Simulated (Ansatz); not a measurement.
`C=[C](O)[Al]([F])[F]` → Al• + 2 C• + 2 F• + 3 H• + O•  (atomization)

Calculated with Ansatz (gas phase, PBE0-D4/def2-TZVP geometries, no zero-point term in ΔE). CBS: MP2 limit from def2 TZ/QZ plus the TZ coupled-cluster correction, frozen cores. This one scheme is used for every species, atoms too. Functionals use def2-TZVPP. B3LYP here is the variant with VWN-RPA as its local correlation; programs differ in this. Open shells (•) are unrestricted, without spin–orbit coupling. Spin–orbit coupling would lower the free atoms: a little for Al, C, F, O. One conformer a species, not always the lowest.

`C=[C](O)[Al]([F])[F]`:

Z-matrix (Å, degrees):
```
C
C 1 1.336
H 1 1.083 2 120.1
H 1 1.087 2 121.9 3 180.0
O 2 1.366 1 119.2 3 -180.0
Al 2 1.929 1 117.7 3 -0.0
H 5 0.960 2 110.3 1 180.0
F 6 1.644 2 117.8 1 -180.0
F 6 1.638 2 122.5 1 0.0
```

CCSD(T)/CBS gives +3823.7 kJ/mol.

(1) Another level gave +3783.0 kJ/mol. Which?
A. B3LYP/def2-TZVPP
B. PBE0/def2-TZVPP
C. PBE0-D4/def2-TZVPP
D. CCSD(T)/def2-TZVPP

Largest T1 diagnostic among the species: 0.018.

## Answers

(1) B. PBE0 3783.0, CCSD(T)/def2-TZVPP 3711.1, PBE0-D4 3797.3, B3LYP 3764.1 kJ/mol.

In def2-TZVPP, CCSD(T) changes the Hartree–Fock value by +969.9 kJ/mol (the triples alone add +70.2 kJ/mol) and MP2 by +1111.6 kJ/mol; breaking electron pairs costs correlation energy, which Hartree–Fock lacks. The D4 term adds +27.3 kJ/mol with B3LYP and +14.3 kJ/mol with PBE0; it sums over pairs of atoms, weighted by their polarisabilities, and B3LYP, whose exchange is more repulsive, gets the larger term. From PBE to PBE0 (25 % exact exchange), in def2-TZVPP and without D4, ΔE moves by −111.9 kJ/mol: exact exchange takes away binding that semilocal exchange gives to molecules.

For atomizations the MP2-based limit and the directly extrapolated one differ by several kJ/mol either way, and by 10 to 25 for some Ge, Se and Sn compounds, so smaller differences from it don't rank the levels.
